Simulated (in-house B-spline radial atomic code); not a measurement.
Mn⁺. Computed with a B-spline radial atomic code. Model: all-electron spherical atom, spin shells full or empty, radial basis limit, no spin-orbit coupling, Breit or QED, empty-state partial waves extrapolated as (l+1/2)^-4, RPA, G0W0 and static COHSEX of the highest shell as one setting changes (uncorrelated shells keep exact exchange).

In a row where one electron alone is correlated, RPA and GW hold only self-correlation.

Given: element Mn; charge 1; filled core Ar; hamiltonian one-electron scalar X2C; mean-field start PBE; highest l of empty states 9; nuclear rms radius 3.7057 fm; highest mean-field shell 4s up.

Shell: 3d 5 0, 4s 1 0 (electrons up and down).

| lowest nl shells left uncorrelated | RPA correlation energy (hartree) | G0W0 level (eV) | G0W0 minus most complete (meV) | COHSEX level (eV) |
| --- | --- | --- | --- | --- |
| 0 | -1.6312 | -16.434 | 0 | -17.982 |
| 1 | ? | ? | ? | ? |
| 2 | ? | ? | ? | ? |
| 3 | -0.87665 | -16.424 | 10.5 | -17.964 |
| 4 | -0.70894 | -16.473 | -38.6 | -18.065 |
| 5 | -0.22309 | -16.305 | 129.3 | -17.834 |
| 6 | -0.019907 | -15.841 | 593.7 | -16.972 |

**Question.** What follows for lowest nl shells left uncorrelated = 1?

**Answer.** RPA correlation energy -1.4876 hartree; G0W0 level -16.434 eV; G0W0 minus most complete 0.3 meV; COHSEX level -17.981 eV.

**Question.** What follows for lowest nl shells left uncorrelated = 2?

**Answer.** RPA correlation energy -1.3239 hartree; G0W0 level -16.438 eV; G0W0 minus most complete -3.6 meV; COHSEX level -17.99 eV.
